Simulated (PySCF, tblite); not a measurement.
Isomers of C8H12SSi. Computed with GFN2-xTB (tblite): harmonic, unscaled wavenumbers at the GFN2-xTB geometry, gas phase. Against measured fundamentals such values can be off by several per cent, at times by over 20. Modes of hydrogen on silicon can be 10 to 20 % off. One conformer each.

Electronic energies: PBE0/pcSseg-1 single points on the GFN2-xTB geometries (PySCF, gas phase).

```json
{"SMILES": "CC(=S)C1=C[SiH2][C@H]2C[C@@H]1C2", "electronic energy, lowest = 0 (kJ/mol)": "21.0"}
{"SMILES": "CC(=S)CC1=C[SiH2]C=CC1", "electronic energy, lowest = 0 (kJ/mol)": "0.0"}
{"SMILES": "CC(=S)C1=C[SiH2]C=CCC1", "electronic energy, lowest = 0 (kJ/mol)": "21.2"}
{"SMILES": "CC(=S)C1=C[SiH2]CC=CC1", "electronic energy, lowest = 0 (kJ/mol)": "7.0"}
```

**Question.** How do GFN2-xTB zero-point energies change the relative energies?

**Answer.** 
```tsv
SMILES	ZPE (kJ/mol)	of it from modes above 1550 cm⁻¹	electronic (kJ/mol)	with ZPE, lowest = 0 (kJ/mol)	lowest mode (cm⁻¹)	rings
CC(=S)CC1=C[SiH2]C=CC1	445.1	225.2	0.0	0.0	29	1
CC(=S)C1=C[SiH2]CC=CC1	447.0	226.5	7.0	9.0	33	1
CC(=S)C1=C[SiH2][C@H]2C[C@@H]1C2	453.3	215.8	21.0	29.3	8i	3
CC(=S)C1=C[SiH2]C=CCC1	447.9	225.2	21.2	24.0	30	1
```

The zero-point energies span 8.2 kJ/mol, from `CC(=S)CC1=C[SiH2]C=CC1` to `CC(=S)C1=C[SiH2][C@H]2C[C@@H]1C2`. Slightly imaginary modes are left out of the zero-point energy: `CC(=S)C1=C[SiH2][C@H]2C[C@@H]1C2` 7.5i cm⁻¹. The lowest isomer stays, but the order above it changes.

**Question.** And how do the electronic energies of GFN2-xTB itself compare?

**Answer.** `CC(=S)CC1=C[SiH2]C=CC1` 42.9; `CC(=S)C1=C[SiH2]CC=CC1` 40.0; `CC(=S)C1=C[SiH2][C@H]2C[C@@H]1C2` 0.0; `CC(=S)C1=C[SiH2]C=CCC1` 49.6 kJ/mol, lowest = 0. Against the energies above, taken from the same isomer `CC(=S)CC1=C[SiH2]C=CC1`, the largest difference is 63.9 kJ/mol.

**Question.** What do entropy and thermal enthalpy add at 298.15 K and 1 bar (rigid rotor, harmonic oscillator, one conformer each)?

**Answer.** 
| SMILES | point group | symmetry number | S (J/(mol K)) | H − H(0) (kJ/mol) | ZPE + H − H(0) − TS (kJ/mol) |
| --- | --- | --- | --- | --- | --- |
| CC(=S)CC1=C[SiH2]C=CC1 | C1 | 1 | 456.9 | 33.45 | 342.3 |
| CC(=S)C1=C[SiH2]CC=CC1 | C1 | 1 | 445.1 | 32.59 | 346.9 |
| CC(=S)C1=C[SiH2]C=CCC1 | C1 | 1 | 442.6 | 32.48 | 348.4 |

Not tabulated: `CC(=S)C1=C[SiH2][C@H]2C[C@@H]1C2` (lowest mode only 8i cm⁻¹).
